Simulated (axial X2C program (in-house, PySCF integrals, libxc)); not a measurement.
# Potential curves of TaP, 2c

Calculated with an axial X2C code built on PySCF integrals. Two-component (2c) means X2C with spin–orbit coupling and atomic mean-field two-electron Coulomb and Gaunt terms. Basis: Ta dyall-cv3z [13s14p9d7f4g], P dyall-v3z [8s7p2d1f] (cores contracted in-house); Gaussian nuclei, density fitting, unrestricted open shells. Masses: Ta 180.948 u, P 30.974 u.

State: Ω = 1 (⟨Sz⟩ = -0.99, ⟨Lz⟩ = 1.99 at PW91). Energies in eV from the lowest point of each curve. Fits are polynomials in 1 − R0/R over 0.85 to 1.23 times the lowest point R0.

```json
{"R (Å)": "1.9547", "PW91": "0.7201"}
{"R (Å)": "2.0191", "PW91": "0.3045"}
{"R (Å)": "2.0836", "PW91": "0.0784"}
{"R (Å)": "2.1480", "PW91": "0.0000"}
{"R (Å)": "2.2232", "PW91": "0.0488"}
{"R (Å)": "2.2984", "PW91": "0.2075"}
{"R (Å)": "2.3950", "PW91": "0.5149"}
```

The state is a single determinant with fixed occupations, the lowest that a limited PBE0 search found. Density functionals use the spin component along the axis (collinear). Other states lie close and PBE0, whose exact exchange favours high spin, may order them wrongly; the determinant shown need not be the ground state. The nearest other 2c determinant of the search, Ω = 0, lies 0.30 eV up at the distance of the search. The functionals have no current-density term, which raises determinants with orbital currents, atoms included. With several unpaired electrons one determinant need not be a pure state. The determinant is spin-polarised beyond a pure state at some levels (its spin-free form has ⟨S²⟩ too high), which makes Re and μ there less reliable.

(1) What are Re and ωe at the PW91 level?

Answers

(1) At PW91, 2c: Re = 2.158 Å, ωe ≈ 516 cm⁻¹; Be follows as 0.137 cm⁻¹.
